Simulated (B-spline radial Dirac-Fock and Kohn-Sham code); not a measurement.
**Dipole and non-dipole photoemission parameters of Cu⁴⁺ 3p3/2**

System: copper as Cu⁴⁺, configuration [Ar] 3d7; threshold 151.1 eV (orbital energy of the model). Method: Dirac-Hartree-Slater photoionisation with a Latter tail; cross sections with all multipoles, angular parameters from the dipole term and its interference with E2. Computed with a radial B-spline solver.

```
hν (eV)  σ (kb)      β       γ      δ
    161     585  0.125   0.012  0.072
    200     611  0.874   0.160  0.027
    300     463  1.403   0.061  0.002
    318     434  1.441   0.043  0.001
    358     374  1.504   0.012  0.000
    489     237  1.596  -0.023  0.001
    577     179  1.619  -0.012  0.002
    751     109  1.629   0.040  0.005
    769     104  1.628   0.047  0.005
    990    61.1  1.610   0.137  0.008
   1180    41.1  1.585   0.215  0.010
   1200    39.6  1.582   0.223  0.011
 1253.6    35.7  1.574   0.244  0.011
   1570    20.8  1.527   0.364  0.016
   1760       ?      ?       ?      ?
   2000    11.2  1.463   0.505  0.024
   2590    5.61  1.380   0.664  0.035
   3450    2.51  1.274   0.843  0.054
   4000    1.63  1.214   0.934  0.065
   4530    1.13  1.162   1.010  0.077
 5414.7   0.656  1.083   1.117  0.096
 8047.8   0.188  0.899   1.341  0.152
   8480   0.158  0.874   1.368  0.161
   9960  0.0931  0.797   1.444  0.192
```

**Question.** Give the values at 1760 eV.

**Answer.** σ = 15.6 kb, β = 1.498, γ = 0.429, δ = 0.020.
